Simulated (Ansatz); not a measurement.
C2H7FGaN at its PBE0-D4/def2-TZVP geometry, where that method's forces vanish. The species carries charge 0 and has multiplicity 1. The bonds changed during the relaxation, so this is another structure than the one it started from.

```
atom   x (Å)   y (Å)   z (Å)
  C1   0.380  -0.089   1.615
  N2   0.918  -0.701   0.413
  C3   0.463  -0.492  -0.772
  F4  -1.272   0.138  -3.021
 Ga5  -1.110   0.752  -1.337
  H6   0.227  -0.854   2.377
  H7  -0.572   0.380   1.370
  H8   1.077   0.661   1.993
  H9   1.710  -1.319   0.562
 H10   1.017  -1.049  -1.533
 H11  -0.503   2.212  -1.260
 H12  -2.333   0.361  -0.408
```

Task: For each bond, give half the difference of the two atoms' forces along it (eV/Å; positive pushes the atoms apart) under PBE-D4, r2SCAN-D4, B3LYP-D4, ωB97M-V in def2-TZVPP. (Estimate.)

Result: Computed: 
```tsv
bond	length (Å)	PBE-D4	r2SCAN-D4	B3LYP-D4	ωB97M-V
C1–N2	1.452	-0.08	0.13	0.25	0.31
C1–H6	1.091	0.09	-0.05	-0.08	-0.10
C1–H7	1.089	0.11	-0.06	-0.11	-0.11
C1–H8	1.091	0.10	-0.04	-0.08	-0.12
N2–C3	1.286	0.51	0.30	0.11	0.04
N2–H9	1.016	0.14	-0.07	-0.10	-0.18
C3–Ga5	2.084	-0.36	-0.23	0.08	0.14
C3–H10	1.093	0.08	-0.02	-0.16	-0.12
F4–Ga5	1.800	0.39	0.01	0.24	0.14
Ga5–H11	1.583	0.00	-0.05	-0.08	-0.13
Ga5–H12	1.585	-0.01	-0.06	-0.08	-0.12
```

B3LYP here is the variant with VWN-RPA as its local correlation; programs differ in this.
